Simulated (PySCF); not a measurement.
H₃As, charge +1, doublet, at a GFN2-xTB geometry (a state made from the parent by changing its charge; the spin is typed, not shown lowest); PBE/STO-3G run with PySCF.

Input for PySCF:
```python
from pyscf import gto, scf, dft

mol = gto.M(
    atom='''
As   -0.00081235   -0.00009111    0.04565690
H    -0.80100351   -1.13200543   -0.51889760
H    -0.56717943    1.26907846   -0.50994607
H     1.39499045   -0.13406654   -0.47783411
''',
    basis='sto-3g',
    charge=1,
    spin=1,
    verbose=4,
)

mf = dft.UKS(mol)
mf.xc = 'pbe'
mf.kernel()
```

It wrote (shortened):

```
PySCF version 2.14.0

[INPUT] verbose = 4
[INPUT] num. atoms = 4
[INPUT] num. electrons = 35
[INPUT] charge = 1
[INPUT] spin (= nelec alpha-beta = 2S) = 1
[INPUT] symmetry False subgroup None
[INPUT] Mole.unit = angstrom
[INPUT] Symbol           X                Y                Z      unit          X                Y                Z       unit  Magmom
[INPUT]  1 As    -0.000812350000  -0.000091110000   0.045656900000 AA   -0.001535119017  -0.000172172947   0.086279036697 Bohr   0.0
[INPUT]  2 H     -0.801003510000  -1.132005430000  -0.518897600000 AA   -1.513677258715  -2.139180234221  -0.980574350694 Bohr   0.0
[INPUT]  3 H     -0.567179430000   1.269078460000  -0.509946070000 AA   -1.071813786187   2.398210719985  -0.963658410598 Bohr   0.0
[INPUT]  4 H      1.394990450000  -0.134066540000  -0.477834110000 AA    2.636149896884  -0.253349043068  -0.902975600875 Bohr   0.0

nuclear repulsion = 35.6596102551233
number of shells = 11
number of NR pGTOs = 63
number of NR cGTOs = 21
basis = sto-3g
ecp = {}

******** <class 'pyscf.dft.uks.UKS'> ********
method = UKS
initial guess = minao
damping factor = 0
level_shift factor = 0
DIIS = <class 'pyscf.scf.diis.CDIIS'>
diis_start_cycle = 1
diis_space = 8
diis_damp = 0
SCF conv_tol = 1e-09
SCF conv_tol_grad = None
SCF max_cycles = 50
direct_scf = True
direct_scf_tol = 1e-13
number electrons alpha = 18  beta = 17
XC library pyscf.dft.libxc version 7.1.2
    S. Lehtola, C. Steigemann, M. J. T. Oliveira, and M. A. L. Marques,  SoftwareX 7, 1–5 (2018)
XC functionals = pbe
    J. P. Perdew, K. Burke, and M. Ernzerhof,  Phys. Rev. Lett. 77, 3865 (1996)
    J. P. Perdew, K. Burke, and M. Ernzerhof,  Phys. Rev. Lett. 78, 1396 (1997)
    J. P. Perdew, K. Burke, and M. Ernzerhof,  Phys. Rev. Lett. 77, 3865 (1996)
    J. P. Perdew, K. Burke, and M. Ernzerhof,  Phys. Rev. Lett. 78, 1396 (1997)
radial grids:
    Treutler-Ahlrichs [JCP 102, 346 (1995); DOI:10.1063/1.469408] (M4) radial grids

becke partition: Becke, JCP 88, 2547 (1988); DOI:10.1063/1.454033
pruning grids: <function nwchem_prune>
grids dens level: 3
symmetrized grids: False
atomic radii adjust function: <function treutler_atomic_radii_adjust>
small_rho_cutoff = 0
Set gradient conv threshold to 3.16228e-05
tot grids = 49848
init E= -2209.23916891903

cycle= 1 E= -2211.64060237113  delta_E= -2.4  |g|= 0.206  |ddm|= 1.46
cycle= 2 E= -2211.65513418268  delta_E= -0.0145  |g|= 0.136  |ddm|= 0.587
cycle= 3 E= -2211.67224551203  delta_E= -0.0171  |g|= 0.0121  |ddm|= 0.277
cycle= 4 E= -2211.67239589374  delta_E= -0.00015  |g|= 0.000693  |ddm|= 0.0246
cycle= 5 E= -2211.67239705047  delta_E= -1.16e-06  |g|= 0.000142  |ddm|= 0.00287
cycle= 6 E= -2211.67239709639  delta_E= -4.59e-08  |g|= 1.27e-05  |ddm|= 0.000649
cycle= 7 E= -2211.67239709664  delta_E= -2.45e-10  |g|= 4.01e-07  |ddm|= 3.75e-05
Extra cycle  E= -2211.67239709664  delta_E= -9.09e-13  |g|= 9.57e-08  |ddm|= 1.07e-06
converged SCF energy = -2211.67239709664  <S^2> = 0.7509188  2S+1 = 2.0009186
```
